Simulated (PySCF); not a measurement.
Löwdin shares of the frontier orbitals

Compound: C6H9NO.
Geometry (GFN2-xTB, Å), atoms numbered from 1 in this order:
```xyz
17
C6H9NO angstrom
C      2.7064   -0.2916    1.1217
C      1.5661   -0.7371    0.6302
C      0.9802   -0.2860   -0.6703
C     -0.3824    0.3958   -0.4397
C     -0.8182    1.0298   -1.6767
N     -1.1711    1.5144   -2.6500
O     -1.3050   -0.5783    0.0015
C     -2.5396   -0.0496    0.4175
H      3.0942   -0.6381    2.0642
H      3.3088    0.4314    0.5951
H      0.9685   -1.4582    1.1700
H      0.8117   -1.1476   -1.3207
H      1.6489    0.4160   -1.1719
H     -0.2746    1.1920    0.3220
H     -3.0568    0.4621   -0.4018
H     -3.1356   -0.8970    0.7494
H     -2.4085    0.6540    1.2495
```

Method used: TDDFT B3LYP/def2-SVPD, vertical, gas phase, core orbitals frozen in the response in PySCF.

Frontier orbitals with the atoms that hold most of them (Löwdin shares over 4%, at most four atoms; ? is withheld):

```json
{"orbital": "HOMO-3", "ε (eV)": "-9.59", "atoms": "N6 36%, C5 27%, O7 8%, C3 6%"}
{"orbital": "HOMO-2", "ε (eV)": "-9.23", "atoms": "N6 29%, C5 21%, O7 18%, C4 8%"}
{"orbital": "HOMO-1", "ε (eV)": "-8.20", "atoms": "?"}
{"orbital": "HOMO", "ε (eV)": "-7.72", "atoms": "?"}
{"orbital": "LUMO", "ε (eV)": "-0.53", "atoms": "C1 25%, C2 23%, N6 10%, C5 9%"}
{"orbital": "LUMO+1", "ε (eV)": "0.13", "atoms": "C5 15%, N6 15%, C2 11%, C4 11%"}
{"orbital": "LUMO+2", "ε (eV)": "0.29", "atoms": "C5 23%, N6 23%, C1 8%, C4 7%"}
```

Give the leading atoms of the HOMO.

C1 (bonded to C and 2 H) 38%; C2 (bonded to 2 C and H) 35%; C3 (bonded to 2 C and 2 H) 7%.

Which atoms hold the HOMO-1, and with what shares?

O7 (bonded to 2 C) 61%; C8 (bonded to O and 3 H) 12%; C4 (bonded to 2 C, O and H) 6%; H15 (bonded to C) 5%. By element: oxygen 61%, carbon 18% or more, hydrogen 5% or more.

The HOMO–LUMO gap is 7.18 eV. Where does the response calculation put the lowest singlet, and from which orbitals?

S1 is at 6.66 eV (f = 0.0091), 0.53 eV below the gap, made of HOMO-1→LUMO (82%), HOMO→LUMO (9%). Its leading pair isn't HOMO and LUMO; the energies of that pair differ by 7.67 eV. Without the coupling terms of the response equations the lowest excitation would equal the gap.

Give energy, strength and leading configuration of S1 and S4, and follow the Löwdin shares of the leading atoms from the occupied to the empty orbital.

- S1 (6.66 eV, f 0.0091), HOMO-1→LUMO (82%): O7 61% → at most 9%, C8 12% → at most 9%, C1 at most 6% → 25%, C2 at most 6% → 23%
- S4 (7.36 eV, f 0.0044), HOMO-1→LUMO+1 (81%): O7 61% → at most 11%, C8 12% → at most 11%, C5 at most 6% → 15%, N6 at most 6% → 15%

One conformer stands for the species.
